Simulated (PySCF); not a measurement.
# Two-component Hartree-Fock for W(34+) (tungsten, charge +34)

Start: [Kr] 4d4; 4d3/2 filled at m_j = -3/2, -1/2, +1/2, +3/2. Calculated with PySCF 2.14 in an uncontracted even-tempered set (17 s from 3.5 bohr⁻², ratio 2.8; 14 p from 4.6 bohr⁻², ratio 2.8; 9 d from 4.6 bohr⁻², ratio 2.8; 3 f from 18 bohr⁻², ratio 3): generalised Hartree-Fock with the X2C-1e Hamiltonian and a Gaussian nucleus; one run each with spin-orbit coupling (SO) switched off, then screened by Boettger's factors.

```csv
spinor shell,electrons,"ε, spin-free (eV)","ε, screened SO (eV)",weight of nominal j (screened SO),"rms radius, screened SO (bohr)"
1s1/2,2,-71279.8,-71256.5,1.000,0.0208
2s1/2,2,-13591.1,-13582.6,1.000,0.0839
2p1/2,2,-12063.5,-13031.6,1.000,0.0713
2p3/2,4,-12063.5,-11668.1,1.000,0.0787
3s1/2,2,-4229.4,-4225.8,1.000,0.213
3p1/2,2,-3767.3,-3982.6,1.000,0.204
3p3/2,4,-3767.3,-3676.3,1.000,0.218
3d3/2,4,-3236.5,-3277.7,1.000,0.192
3d5/2,6,-3236.5,-3205.0,1.000,0.196
4s1/2,2,-1819.3,-1817.8,1.000,0.444
4p1/2,2,-1642.8,-1717.9,1.000,0.447
4p3/2,4,-1642.8,-1609.7,1.000,0.475
4d3/2,4,-1450.7,-1456.5,1.000,0.461
```

```csv
quantity,spin-free,screened SO
E (hartree),-15484.64207,-15505.07855
M_J,0,0
⟨J²⟩,4.001,0.000
⟨L²⟩,6.001,2.482
⟨S²⟩,6.000,2.482
```

Breit and QED terms are absent; they matter most for the inner s and p1/2 levels.

Densities and radii are taken from the X2C orbitals without a picture-change correction, which distorts them close to the nucleus.

Without spin-orbit coupling the j labels of p, d and f shells carry no meaning; the spin-free column gives the mean over the occupied spinors of each nl shell, and its ⟨J²⟩ belongs to a mixture of degenerate components.
